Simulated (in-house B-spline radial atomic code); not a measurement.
A fraction x of an electron is removed from 4s in neutral manganese, starting from [Ar] 3d5 4s2 and keeping the highest spin. All numbers are computed (non-relativistic M06-L, spin-polarised, spherical fractional occupations; point nucleus) with a B-spline radial code for spherical atoms, not measured.

| x | E(x) - E(0) (eV) | 4s down level (eV) |
| --- | --- | --- |
| 0 | 0.0000 | -4.473 |
| 0.03 | 0.1368 | -4.648 |
| 0.16 | 0.7911 | -5.419 |
| 0.27 | 1.4230 | -6.065 |
| 0.4 | 2.2591 | -6.788 |
| 0.5 | 2.9636 | -7.293 |
| 0.62 | 3.8715 | -7.828 |
| 0.68 | 4.3491 | -8.099 |
| 0.78 | 5.1977 | -9.008 |
| 0.98 | 7.4500 | -9.112 |
| 1 | 7.5634 | - |

The exact functional would give a straight line between the two integer points. Deviations E(x) - E(0) - x[E(1) - E(0)], in eV: -0.09 at x = 0.03, -0.419 at x = 0.16, -0.619 at x = 0.27, -0.766 at x = 0.4, -0.818 at x = 0.5, -0.818 at x = 0.62, -0.794 at x = 0.68, -0.702 at x = 0.78, 0.038 at x = 0.98.

The curve lies below the straight line by up to 0.818 eV (at x = 0.5): convex, the delocalisation error that favours fractional charges.

Q: How well does Slater's transition state (minus the level at half occupation) give the ionisation energy?

A: It gives 7.293 eV against 7.563 eV from the two total energies; NIST lists 7.43 eV, ground level to ground level.
